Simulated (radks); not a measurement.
Initial-state core-level shifts of neutral nickel when its valence configuration changes from [Ar] 3d8 4s2. All-electron calculation, non-relativistic Kohn-Sham, PBE, spin-polarised, spherical densities, point nucleus; open shells are filled with parallel spins first. Program: a radial shooting solver on a logarithmic mesh with Libxc functionals. Shifts are changes of the shell-averaged eigenvalues in eV (positive: less bound); the change of the density at the nucleus, which sets a Mossbauer isomer shift, is in e/bohr^3, on a base of 1.496e+04.

valence               1s       2p       3s       3p  density at nucleus
3d7.5 4s2 4p0.5   -4.074   -4.374   -3.990   -3.914              +2.251
3d7 4s2 4p1       -8.347   -9.013   -8.080   -7.918              +4.694
3d8 4s1 4p1       -1.557   -1.491   -1.560   -1.559              -4.749
3d7 4s1 4p2       -9.458  -10.100   -9.189   -9.017              -1.528
3d9 4p1           +3.283   +3.916   +3.318   +3.188             -11.733
3d9 4s1           +5.172   +5.675   +5.217   +5.101              -7.087
3d10              +8.313   +9.149   +8.546   +8.356             -12.042
3d8 4p2           -3.194   -3.034   -3.201   -3.202             -10.704
3d5.5 4s2 4p2.5  -22.509  -24.630  -20.988  -20.525             +13.206
